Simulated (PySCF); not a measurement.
C₂H₆INSi, SMILES CN(C)[Si]I (connectivity only; charge and spin as stated), neutral, multiplicity 1. Atoms are numbered in the order given.

```xyz
11

Si     1.1728    -0.8342     0.0000
I     -0.0700     1.3999     0.0000
N     -0.1089    -2.0034     0.0000
C      0.3203    -3.4010     0.0000
C     -1.5571    -1.8706     0.0000
H     -0.0570    -3.9303    -0.8933
H     -0.0570    -3.9303     0.8933
H      1.4198    -3.4693     0.0000
H     -1.9905    -2.3589     0.8916
H     -1.9905    -2.3589    -0.8916
H     -1.8519    -0.8148     0.0000
```

Coordinates come from a B3LYP-D3(BJ)/def2-SVP optimisation. The def2 effective core potentials stand for the cores of I; spin–orbit coupling is left out. Other conformers were not sampled.

The numbers are results of TDA-PBE/def2-SVPD in PySCF, not measurements.

Vertical excitations. The molecule is in vacuum. State labels are in the subgroup Cs.

```json
[
 {"state": "S1", "symmetry": "A\"", "energy (eV)": "3.57", "λ (nm)": "347", "f": "0.005", "main pairs": "HOMO→LUMO 71 %, HOMO−2→LUMO 28 %"},
 {"state": "S2", "symmetry": "A'", "energy (eV)": "4.11", "λ (nm)": "302", "f": "0.054", "main pairs": "HOMO−1→LUMO 77 %, HOMO−3→LUMO 13 %"},
 {"state": "S3", "symmetry": "A\"", "energy (eV)": "4.16", "λ (nm)": "298", "f": "0.016", "main pairs": "HOMO−2→LUMO 71 %, HOMO→LUMO 25 %"},
 {"state": "S4", "symmetry": "A\"", "energy (eV)": "4.91", "λ (nm)": "252", "f": "0.002", "main pairs": "HOMO−1→LUMO+1 99 %"},
 {"state": "S5", "symmetry": "A'", "energy (eV)": "5.03", "λ (nm)": "247", "f": "0.117", "main pairs": "HOMO→LUMO+1 54 %, HOMO−2→LUMO+1 31 %"},
 {"state": "S6", "symmetry": "A'", "energy (eV)": "5.19", "λ (nm)": "239", "f": "0.120", "main pairs": "HOMO−3→LUMO 63 %, HOMO−2→LUMO+1 13 %"},
 {"state": "S7", "symmetry": "A'", "energy (eV)": "5.60", "λ (nm)": "222", "f": "0.140", "main pairs": "HOMO→LUMO+2 46 %, HOMO−2→LUMO+1 27 %, HOMO→LUMO+1 10 %, HOMO→LUMO+3 10 %"},
 {"state": "S8", "symmetry": "A\"", "energy (eV)": "5.66", "λ (nm)": "219", "f": "0.002", "main pairs": "HOMO−3→LUMO+1 98 %"},
 {"state": "S9", "symmetry": "A'", "energy (eV)": "5.75", "λ (nm)": "215", "f": "0.171", "main pairs": "HOMO→LUMO+2 46 %, HOMO−2→LUMO+1 18 %, HOMO→LUMO+1 13 %, HOMO−3→LUMO 8 %"},
 {"state": "S10", "symmetry": "A\"", "energy (eV)": "5.93", "λ (nm)": "209", "f": "0.035", "main pairs": "HOMO−1→LUMO+2 100 %"},
 {"state": "T1", "symmetry": "A\"", "energy (eV)": "2.68", "λ (nm)": "463", "f": "0", "main pairs": "HOMO→LUMO 93 %"},
 {"state": "T2", "symmetry": "A'", "energy (eV)": "3.21", "λ (nm)": "387", "f": "0", "main pairs": "HOMO−1→LUMO 93 %"},
 {"state": "T3", "symmetry": "A\"", "energy (eV)": "3.69", "λ (nm)": "336", "f": "0", "main pairs": "HOMO−2→LUMO 94 %"},
 {"state": "T4", "symmetry": "A'", "energy (eV)": "3.83", "λ (nm)": "324", "f": "0", "main pairs": "HOMO−3→LUMO 93 %"}
]
```
Triplets are in the Tamm–Dancoff approximation.
